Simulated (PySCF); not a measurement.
C2H4Cl, doublet, geometry from GFN2-xTB. Base run: HF/6-31G* in PySCF.

Input for PySCF:
```python
from pyscf import gto, scf

mol = gto.Mole()
mol.atom = '''
    C     0.046773    0.704712   -0.204543
    C     1.515152    0.668228   -0.062843
    Cl   -0.860444   -0.685773    0.147169
    H    -0.450456    1.441492   -0.808442
    H     1.902369    1.683393    0.001158
    H     1.804676    0.114343    0.829105
    H     1.999405    0.181265   -0.919381
'''
mol.basis = '6-31g*'
mol.charge = 0
mol.spin = 1
mol.verbose = 3
mol.build()

mf = scf.UHF(mol)
mf.kernel()
```

Variants of this job, named by their change:

```csv
change,ΔE vs base (mEh),fitting functions,dipole (D)
base,0.000,-,1.79
auxbasis = def2-universal-jfit,2061.0,193,1.75
auxbasis = cc-pvdz-jkfit,0.150,344,1.79
"exchange = seminumerical (SGX) (with mf = sgx.sgx_fit(mf, auxbasis='def2-universal-jfit'); with mf.with_df.dfj = True)",-0.134,193,1.79
auxbasis = cc-pvqz-jkfit,0.012,564,1.79
auxbasis = def2-svp-ri,277.6,214,1.74
auxbasis = default (with mf = mf.density_fit()),0.150,344,1.79
auxbasis = def2-tzvp-ri,-4.664,325,1.79
auxbasis = cc-pvtz-ri,2.897,404,1.79
auxbasis = autoaux,0.332,408,1.79
```

A fitting set is made for a task (jfit for Coulomb, jkfit for Coulomb and exchange, ri for correlation) and for a family of orbital bases.

Open shells are given as the SCF converged; they aren't shown to be the lowest states, and a large step between rows can be another state.
